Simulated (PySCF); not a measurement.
C6H8NO (charge -1).
Bonds: C1–C2 (triple), C2–C3, C3–C4, C4–O5 (double), C4–N6, N6–C7, N6–C8. Hydrogens: H9, H10 on C3; H11, H12, H13 on C7; H14, H15, H16 on C8.

Structure optimised with GFN2-xTB, isolated species.

(1) Give the optimised bond lengths and angles.

## Answers

(1) 
| bond | length (pm) |
| --- | --- |
| C1≡C2 | 122.4 |
| C2–C3 | 150.9 |
| C3–C4 | 148.6 |
| C4=O5 | 123.5 |
| C4–N6 | 137.8 |
| N6–C7 | 143.9 |
| N6–C8 | 143.7 |
| C3–H9, C3–H10 | 110.0 |
| C7–H11, C7–H12 | 109.6 |
| C7–H13 | 110.6 |
| C8–H14, C8–H15, C8–H16 | 109.5 |

Bonds in one row agree within 1 pm and their mean is given. A selection of angles:
| angle | degrees |
| --- | --- |
| C1–C2–C3 | 175.9 |
| C2–C3–C4 | 110.4 |
| C3–C4–O5 | 124.0 |
| C3–C4–N6 | 116.5 |
| O5–C4–N6 | 119.5 |
| C4–N6–C7 | 123.1 |
| C4–N6–C8 | 119.5 |
| C7–N6–C8 | 117.1 |

Torsions: C2–C3–C4–O5 114° (anticlinal); C3–C4–N6–C7 8° (synperiplanar). The mirror-image conformer, all signs reversed, is as good.

The C–C distances run from 1.224 Å (C1≡C2, drawn triple) to 1.509 Å (C2–C3, drawn single), a spread of 0.285 Å. C4 (amide carbonyl carbon) is planar (angles 124.0°, 119.5° and 116.5°, sum 360.0°, 0.00 Å off the plane of its three neighbours). Of the pairs four or more bonds apart, C2···H13 is among the closest relative to their van der Waals radii: 2.02 Å, 70 % of the sum of Bondi's values. N6 (amide nitrogen) is planar (angles 123.1°, 119.5° and 117.1°, sum 359.7°, 0.04 Å off the plane of its three neighbours). The C–N distances run from 1.378 Å (C4–N6, drawn single) to 1.439 Å (N6–C7, drawn single), a spread of 0.061 Å.

Point group: C1 (no symmetry element, even within 0.4 Å). Stationary, but not proved a minimum.

All values are computed, not measured.
